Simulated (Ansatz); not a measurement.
Cs₃Br₂, relaxed as a doublet with UKS PBE0-D4/def2-SVP in Ansatz, starting from the GFN1-xTB geometry. Force threshold 0.02 eV/Å.

In the def2 sets Cs takes a core potential; there is no spin–orbit coupling. The relaxation made no stability test and no search for a lower SCF solution. The structure comes from a short search, and lower isomers may exist.

Start:

```xyz
5

Cs   -1.9484    1.0755    0.5230
Cs    2.0610   -0.1668    1.0077
Cs   -0.1954   -1.5055   -2.2780
Br    0.8157    2.6023   -0.1461
Br   -0.7329   -2.0055    0.8934
```

| step | energy (eV) | largest force component (eV/Å) | SCF passes |
| --- | --- | --- | --- |
| 1 | -141710.8186 | 0.732 | 17 |
| 2 | -141711.0648 | 0.360 | 25 |
| 3 | -141711.1703 | 0.103 | 25 |
| 4 | -141711.1953 | 0.085 | 25 |
| 5 | -141711.2306 | 0.111 | 26 |
| 6 | -141711.2518 | 0.110 | 26 |
| 7 | -141711.2983 | 0.066 | 23 |
| 8 | -141711.3102 | 0.048 | 22 |
| 9 | -141711.3117 | 0.011 | 26 |
| 10 | -141711.3120 | 0.006 | 25 |
| 11 | -141711.3121 | 0.005 | 25 |
| 12 | -141711.3122 | 0.002 | 25 |

Force components are those of the run's own axes.

End:

```xyz
5

Cs   -2.258    1.228    0.926
Cs    2.296   -0.182    1.472
Cs   -0.039   -1.082   -2.478
Br    0.673    1.871   -0.778
Br   -0.671   -1.836    0.859
```

Bonds formed: Cs3–Br4 (atoms count from 1). The end is the same structure that another start reached.

The force fell under the threshold at step 9, but the optimiser went on. No frequencies were taken in this run, so the end may be a saddle point.

Hardware: 4 threads of AMD EPYC 7B13 on a shared host. Wall time 52 s, peak host memory 0.58 GiB.
